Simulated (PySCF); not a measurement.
Two species compared at the same levels of theory.

First species: C₇H₁₁NSi.
SMILES with atom numbers: `[H]/[N:5]=[C:4](/[CH2:3][CH:2]=[CH2:1])[CH2:6][C:7]#[C:8][SiH3:9]` (hydrogens: H10, H11 on C1; H12 on C2; H13, H14 on C3; H15 on N5; H16, H17 on C6; H18, H19, H20 on Si9)

Second species: C₇H₁₁NSi.
Atom-mapped SMILES: `[CH3:1][C@@H:2]1[CH:3]=[C:4]([C:5]#[N:6])[CH2:7][Si@@H:8]1[CH3:9]` (hydrogens: H10, H11, H12 on C1; H13 on C2; H14 on C3; H15, H16 on C7; H17 on Si8; H18, H19, H20 on C9)

Levels: PBE0/pcSseg-1 for HOMO energy, LUMO energy and HOMO–LUMO gap. Geometries: GFN2-xTB. Each structure is a single optimised conformer of the isolated species, non-relativistic unless stated. Electronic properties by PySCF.

The conformers computed, where there is a choice (atom-mapped SMILES and torsion angles):
- `[H]/[N:5]=[C:4](/[CH2:3][CH:2]=[CH2:1])[CH2:6][C:7]#[C:8][SiH3:9]`: C1–C2–C3–C4 -111°, C2–C3–C4–N5 -113°, C3–C4–C6–C7 58°

The conformers of `C[C@@H]1C=C(C#N)C[Si@@H]1C` aren't listed.

Values for the first species:

| Property | Result |
| --- | --- |
| HOMO energy | -7.19 eV |
| LUMO energy | -0.51 eV |
| HOMO–LUMO gap | 6.68 eV |

Q: Estimate the same properties for the second species, and the change in each.

A: 
```csv
property,first,second,second less first
HOMO energy,-7.19 eV,-7.52 eV,-0.33 eV
LUMO energy,-0.51 eV,-1.06 eV,-0.55 eV
HOMO–LUMO gap,6.68 eV,6.46 eV,-0.22 eV
```

